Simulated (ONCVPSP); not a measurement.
**What the settings do to the ONCV potential of thallium (Tl)**

Base potential:

- Element: Tl (Z = 81)
- Generator: ONCVPSP 4.0.1
- Type: optimised norm-conserving Vanderbilt (ONCV)
- Functional: PBE
- Relativity: fully relativistic
- Frozen core: [Xe] 4f14
- Valence charge: 13
- Reference configuration: 5d10 6s2 6p1
- Partial waves: 6s: rc 1.65 bohr, ncon 3, nbas 7, qcut 3.8 1/bohr, 3 projectors, debl 1.8 Ha; 6p: rc 2.45 bohr, ncon 3, nbas 8, qcut 3.2 1/bohr, 2 projectors, debl 1.7 Ha; 5d: rc 1.70 bohr, ncon 3, nbas 7, qcut 8.8 1/bohr, 2 projectors, debl 2 Ha
- Local potential: polynomial inside 1.60 bohr (lpopt 5, dvloc0 0 Ha)
- Core correction: Teter function fitted to the true core (icmod 2), fcfact 0.25

Open shells are filled in proportion to 2j + 1.

All-electron outer shells of the reference configuration (PBE, scalar-relativistic, ld1.x):

```json
{"shell": "4f", "level (eV)": "-114.03", "outermost node (bohr)": "–", "outermost maximum (bohr)": "0.36"}
{"shell": "5p", "level (eV)": "-76.10", "outermost node (bohr)": "0.50", "outermost maximum (bohr)": "0.91"}
{"shell": "5d", "level (eV)": "-15.49", "outermost node (bohr)": "0.53", "outermost maximum (bohr)": "1.11"}
{"shell": "6s", "level (eV)": "-9.55", "outermost node (bohr)": "1.04", "outermost maximum (bohr)": "2.08"}
{"shell": "6p", "level (eV)": "-2.37", "outermost node (bohr)": "1.23", "outermost maximum (bohr)": "2.91"}
```

Cutoffs, loose and tight: the cutoffs (Ha) at which the residual kinetic energy of the hardest occupied pseudo-wave falls to 1 and 0.1 mHa per electron. They do not see the model core or the augmentation charge, which bear on the density cutoff. Test errors are all-electron minus pseudo excitation energies from the reference, over the configurations 5d10 6s2 6p0; 5d10 6s1 6p0; 5d10 6s0 6p0; 5d10 6s1 6p1. A dash means not determined; rows that change the core or the reference have their own tests. The largest error is taken over the tests solved by every variant that gives reliable tests at all: 5d10 6s1 6p0; 5d10 6s1 6p1; 5d10 6s2 6p0.

A true bound ghost makes a file unfit for plane-wave use even where its test errors are small: the radial tests pick states by their node count and pass the ghost by.

```csv
change,outcome,"cutoff, loose","cutoff, tight",bound ghosts,GHOST(+) flags above zero,largest test error (meV)
base,generated,34 Ha,60 Ha,s,"p3/2, p1/2",-9.8
d: qcut 6.7,generated,34 Ha,60 Ha,s,"p3/2, p1/2",-8.3
d: qcut 8,generated,34 Ha,60 Ha,s,"p3/2, p1/2",-9.5
d: qcut 9.4,generated,34 Ha,60 Ha,s,"p3/2, p1/2",-9.9
d: qcut 10.2,generated,34 Ha,60 Ha,s,"p3/2, p1/2",-9.9
d: qcut 11.7,generated,34 Ha,60 Ha,s,"p3/2, p1/2",-9.4
d: qcut 12.7,generated,34 Ha,60 Ha,s,"p3/2, p1/2",-9.4
```

(1) What comes out with this change to the base: d: qcut 5.8?

## Answers

(1) outcome: generated; cutoff, loose: 37 Ha; cutoff, tight: 80 Ha; bound ghosts: s; GHOST(+) flags above zero: p3/2, p1/2; largest test error (meV): -6.6.

Reading the sweep of the qcut of the d channel (base included, trends over the rows without a ghost): Bound ghosts are found at 5.8, 6.7, 8, 8.8, 9.4, 10.2, 11.7, 12.7 1/bohr. Every judged row has one, so this setting neither creates nor removes them.
